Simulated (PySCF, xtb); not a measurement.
AlFH4Si, SMILES [AlH]([F])[SiH3].

xtb 6.7.1 with GFN2-xTB at its own geometry gives an orbital gap of 3.70 eV and a dipole moment of 1.70 D.

The structure is a stationary point at B3LYP-D3(BJ)/def2-TZVP.

Problem. What does HF/def2-TZVPD (PySCF) give? (An estimate is asked for; the answer gives what the named calculation found.)

Solution. gap 11.34 eV (levels -10.50 and 0.84 eV), dipole 1.51 D.
